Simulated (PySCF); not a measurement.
A structure optimised at PBE0-D3(BJ)/def2-SVP, used in a PySCF frequency run:

```
O
B 1 1.3338
C 1 1.4071 2 122.77
H 3 1.1002 1 109.15 2 120.84
H 3 1.1002 4 108.41 1 -118.78
H 3 1.1019 4 109.13 5 -118.76
H 2 1.2079 1 122.51 3 0.00
Cl 2 1.7581 7 119.26 1 180.00
```
Charge 0, spin multiplicity 1.

Write its SMILES, formula and point group.

COBCl, CH₄BClO, Cs

What are its rotational constants (standard atomic weights)?

44.181, 2.4946, 2.3972 GHz
